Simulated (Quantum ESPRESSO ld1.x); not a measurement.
Task: These are the eigenvalues of the occupied orbitals of an atom or ion with whole-number occupations (eV). Method: scalar-relativistic Kohn-Sham, LDA (Slater exchange, VWN5 correlation), spin-polarised, spherical densities, point nucleus; computed with ld1.x of Quantum ESPRESSO 7.5.

1s up: -69752.1
1s down: -69751.9
2s up: -13952.4
2s down: -13948.3
2p up: -12533.4
2p down: -12530.0
3s up: -4882.01
3s down: -4877.52
3p up: -4457.86
3p down: -4453.36
3d up: -3989.49
3d down: -3984.03

Which element is it, and in what charge state? The configuration may be excited. Open shells, if any, are filled with parallel spins first.

Result: Z = 73, tantalum, charge +46: Ta46+ in [Ar] 3d9. The list shows which subshells hold electrons but not how many an open one holds; the 1s level, -2563.3 hartree, gives Z - s = 71.6 by -(Z - s)^2/2, which with screening and relativity narrows Z to a few neighbours, and the depths of the outer levels then fix element, charge and occupations together.
